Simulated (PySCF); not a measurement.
C2H7ClSi3, SMILES Cl[Si@@H]1C=C[SiH2][SiH2]1. The structure is a stationary point at PBE0-D3(BJ)/def2-SVP. The structure was generated by enumeration; whether it is a known compound was not checked.

Computed equilibrium geometry at PBE0-D3(BJ)/def2-SVP (PySCF confirms it by a frequency run) as bond lengths and angles:
Atoms: Cl1 Si2 C3 C4 Si5 Si6 H7 H8 H9 H10 H11 H12 H13. Bonds (Å): Cl1–Si2 2.083, Si2–C3 1.877, Si2–Si6 2.346, Si2–H7 1.492, C3–C4 1.348, C3–H8 1.100, C4–Si5 1.891, C4–H9 1.100, Si5–Si6 2.347, Si5–H10 1.496, Si5–H11 1.496, Si6–H12 1.492, Si6–H13 1.494. Bond angles (°): Cl1–Si2–C3 109.0, Cl1–Si2–Si6 112.2, Cl1–Si2–H7 106.6, C3–Si2–Si6 101.5, C3–Si2–H7 111.1, Si6–Si2–H7 116.4, Si2–C3–C4 122.2, Si2–C3–H8 118.9, C4–C3–H8 118.9, C3–C4–Si5 123.3, C3–C4–H9 118.3, Si5–C4–H9 118.4, C4–Si5–Si6 100.7, C4–Si5–H10 110.3, C4–Si5–H11 110.1, Si6–Si5–H10 114.4, Si6–Si5–H11 113.3, H10–Si5–H11 107.8, Si2–Si6–Si5 92.3, Si2–Si6–H12 112.6, Si2–Si6–H13 112.9, Si5–Si6–H12 114.5, Si5–Si6–H13 112.9, H12–Si6–H13 110.6.
Charge 0, spin multiplicity 1.
